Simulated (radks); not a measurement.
Fractional charge and spin in the 4d shell of tin: the spin-up occupation runs from 4 to 5 and the spin-down occupation from 4 to 5; the fullest corner is Sn3+, [Kr] 5s(up 0.5, down 0.5) 4d(up 5, down 5). All-electron calculation, scalar-relativistic Kohn-Sham, PBE, spin-polarised, spherical densities, finite nucleus; Fermi nuclear charge, rms radius of each element as measured or else 0.836 A^(1/3) + 0.57 fm. Program: a radial shooting solver on a logarithmic mesh with Libxc functionals. Energy (eV) above the fullest corner. The planes named below are the two flat planes that join the four corners, with an edge along up + down = one added electron.

down \ up        4     4.25      4.5    4.75       5
4          146.567  124.100  102.818  82.708  63.753
4.25       124.100  102.876   82.821  63.921  46.158
4.5        102.818   82.821   63.976  46.267  29.678
4.75        82.708   63.921   46.267  29.732  14.298
5           63.753   46.158   29.678  14.298   0.000

Corners above the fullest one (they belong to Sn4+ and the next ion): (up 5, down 4) 63.753 eV, (up 4, down 5) 63.753 eV, (up 4, down 4) 146.57 eV. With half an added electron in each spin the energy lies 0.223 eV from the planes, and with half an added electron in spin up alone -2.342 eV. The planes are only a guide here: the flat-plane condition holds for ground states with one frontier orbital, while this shell lies below other occupied shells, so the corners above the fullest one are inner-hole states and not the ground states of those ions.
